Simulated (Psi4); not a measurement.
Psi4 input (wB97X-D/6-31G*):

```
memory 1500 MB

molecule {
-1 1
O    -0.39775600   -0.02280300   -1.97482300
Si    0.04728900   -0.11328600   -0.32880600
Si    1.73807300   -1.61581700    0.29452400
Si   -1.98016900   -0.49632500    0.82076600
Si    0.53808900    2.11452200    0.28340800
H     0.14584900   -0.64820000   -2.46589000
H     2.62433100   -1.11505700   -0.85386200
H     1.06758400   -2.72904100   -0.52167600
H    -2.47701100   -1.89848400    0.68181100
H    -3.11866600    0.36323200    0.36880100
H    -1.86214300   -0.25182500    2.28881600
H    -0.45808300    3.12163700   -0.19892700
H     1.85306200    2.59079400   -0.24216000
H     0.60116800    2.30205400    1.76318400
symmetry c1
no_reorient
no_com
}

set {
  basis 6-31G*
  reference rks
  scf_type pk
  dft_radial_points 99
  dft_spherical_points 590
  e_convergence 1e-8
  d_convergence 1e-7
  maxiter 150
}

e = energy('wb97x-d')
print_out(f'\nFINAL {e:.10f} DIPOLE {variable("CURRENT DIPOLE")[0]:.6f} {variable("CURRENT DIPOLE")[1]:.6f} {variable("CURRENT DIPOLE")[2]:.6f}\n')
```

From the output:

```
    One-Electron Energy =               -2552.1313939527572074
    Two-Electron Energy =                 968.4002606209674013
    DFT Exchange-Correlation Energy =     -68.8640337942457421
    Empirical Dispersion Energy =          -0.0070655881622084
    VV10 Nonlocal Energy =                  0.0000000000000000
    Total Energy =                      -1238.5502963966196148

Computation Completed

Properties will be evaluated at   0.000000,   0.000000,   0.000000 [a0]

Properties computed using the SCF density matrix

 Multipole Moments:

 ------------------------------------------------------------------------------------
     Multipole            Electronic (a.u.)      Nuclear  (a.u.)        Total (a.u.)
 ------------------------------------------------------------------------------------

 L = 1.  Multiply by 2.5417464519 to convert [e a0] to [Debye]
 Dipole X            :         -1.1661396           -0.0000170           -1.1661566
 Dipole Y            :          0.9884067            0.0000038            0.9884105
 Dipole Z            :         -0.6626745            0.0000019           -0.6626726
 Magnitude           :                                                    1.6661367

 ------------------------------------------------------------------------------------

FINAL -1238.5502963966 DIPOLE -1.166157 0.988411 -0.662673

*** Psi4 exiting successfully. Buy a developer a beer!
```

The dipole moment of an ion depends on the origin.

The geometry given is a B3LYP-D3(BJ)/def2-TZVP minimum.
